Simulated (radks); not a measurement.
Results of a calculation; reference values are marked as such.
Question: All-electron atom: the praseodymium ion Pr+ in [Xe] 4f2 5d1 6s1 (not the ground configuration). Code: a radial shooting solver on a logarithmic mesh with Libxc functionals. Model: Dirac Kohn-Sham, PBEsol, spin-unpolarised, spherical densities, finite nucleus; open shells fill j = l - 1/2 first; Fermi nuclear charge, rms radius 4.8919 fm. Some entries of the table are withheld. Estimate them.

orbital  occ.  eigenvalue (hartree)  r(max) (bohr)  <1/r> (bohr^-1)
1s1/2       2             -1534.926        0.01542            64.66
2s1/2       2             -247.2231        0.08744            15.27
2p1/2       2             -233.7132        0.06652              (1)
2p3/2       4             -216.0054        0.07187              (2)
3s1/2       2             -53.71513         0.2494            5.522
3p1/2       2             -47.96425         0.2362            5.437
3p3/2       4             -44.45745         0.2477            5.064
3d3/2       4             -34.40751         0.1986              (3)
3d5/2       6             -33.65163         0.2019              (4)
4s1/2       2             -11.04009         0.5790            2.296
4p1/2       2              -8.88545         0.5872            2.192
4p3/2       4              -8.12437         0.6120            2.068
4d3/2       4              -4.58100         0.6299            1.851
4d5/2       6              -4.44668         0.6380            1.820
5s1/2       2              -1.76575          1.338           0.8991
5p1/2       2              -1.17541          1.461              (5)
5p3/2       4              -1.06473          1.530              (6)
4f5/2       2              -0.45371         0.6758            1.276
4f7/2       0              -0.43932         0.6805            1.263
5d3/2       1              -0.31996          2.068           0.4907
6s1/2       1              -0.31711            (7)           0.3233
5d5/2       0              -0.31095          2.104           0.4808

Answer: 
(1) 2p1/2 <1/r> (bohr^-1): 15.26
(2) 2p3/2 <1/r> (bohr^-1): 13.77
(3) 3d3/2 <1/r> (bohr^-1): 4.933
(4) 3d5/2 <1/r> (bohr^-1): 4.838
(5) 5p1/2 <1/r> (bohr^-1): 0.7942
(6) 5p3/2 <1/r> (bohr^-1): 0.7502
(7) 6s1/2 r(max) (bohr): 3.476
